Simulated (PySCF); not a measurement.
C2Si, SMILES [C]1[C][Si]1 (connectivity only; charge and spin as stated), neutral, multiplicity 1. The structure is a stationary point at ωB97X-D3(BJ)/def2-TZVP.

Calculation: ωB97X-D3(BJ)/def2-TZVP run with PySCF.

Harmonic wavenumbers (cm⁻¹): 139, 832, 1868. Rotational constants (GHz): 52.89, 13.17, 10.55; symmetry number 2.

Task: Work out the zero-point energy and the ideal-gas rigid-rotor harmonic-oscillator thermochemistry at 298.15 K and 1 atm.

Result: ZPE = ½ Σ hcν = ½ × 2839 cm⁻¹ = 4.06 kcal/mol. H − E(el) = 6.89 kcal/mol. Entropy in cal/(mol K): translation 37.77, rotation 19.93, vibration 3.00, total 60.71. G − E(el) = -11.21 kcal/mol. Cp = 10.48 cal/(mol K). Modes under 150 cm⁻¹ make the vibrational entropy uncertain.
